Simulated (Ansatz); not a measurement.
This geometry of C₃H₁₁AlOSi (17 atoms, charge 0, multiplicity 1) is a first-order saddle point.

Level of theory: RKS PBE/STO-3G in Ansatz 0.2.0.

```xyz
17
Properties=species:S:1:pos:R:3
Al -1.757 -0.710 -2.587
C -0.149 -0.463 -1.527
O -0.316 -1.112 -0.200
C 0.934 -0.947 0.575
C 1.209 0.511 1.110
Si -0.275 1.300 1.988
H -1.751 -0.171 -4.001
H -2.971 -1.403 -2.012
H 0.750 -0.879 -2.055
H 0.073 0.631 -1.417
H 1.826 -1.287 -0.017
H 0.823 -1.637 1.446
H 2.072 0.454 1.800
H 1.528 1.149 0.265
H -1.477 0.500 1.812
H -0.526 2.628 1.447
H -0.014 1.433 3.414
```

**Question.** Which two structures does it join? (They come from a converged band through this point; their orientation in space is the band's.)

**Answer.** No bond is made or broken. The dihedral C4–C5–Si6–H15 goes from -71 to 51°.

Initial state:

```xyz
17
Properties=species:S:1:pos:R:3
Al -1.902 -1.415 -2.138
C -0.245 -0.760 -1.367
O -0.170 -1.131 0.070
C 1.133 -0.679 0.611
C 1.251 0.875 0.837
Si -0.270 1.600 1.695
H -2.132 -1.158 -3.611
H -2.921 -2.147 -1.294
H 0.641 -1.170 -1.922
H -0.170 0.351 -1.502
H 1.985 -1.025 -0.033
H 1.224 -1.191 1.599
H 2.155 1.062 1.447
H 1.415 1.380 -0.134
H -1.422 1.594 0.807
H -0.003 2.978 2.082
H -0.589 0.837 2.892
```

Final state:

```xyz
17
Properties=species:S:1:pos:R:3
Al -1.802 -0.534 -2.573
C -0.168 -0.386 -1.535
O -0.330 -1.072 -0.226
C 0.945 -0.977 0.521
C 1.245 0.443 1.131
Si -0.257 1.183 2.009
H -1.793 0.049 -3.971
H -3.035 -1.198 -2.000
H 0.703 -0.819 -2.095
H 0.098 0.694 -1.396
H 1.814 -1.301 -0.110
H 0.841 -1.710 1.358
H 2.085 0.336 1.845
H 1.593 1.126 0.334
H -0.815 0.225 2.951
H -1.285 1.563 1.053
H 0.142 2.376 2.743
```

**Question.** How far does it lie above each of them?

**Answer.** 0.062 eV above the first and 0.061 eV above the second. This is the barrier of this one path; another mechanism may lie lower. Limits of this set-up: minimal basis.

The run took 2.6 min on 1 thread of AMD EPYC 7R43 64-Core Processor (Zen 3), with other jobs on the host, peak memory 0.12 GiB.
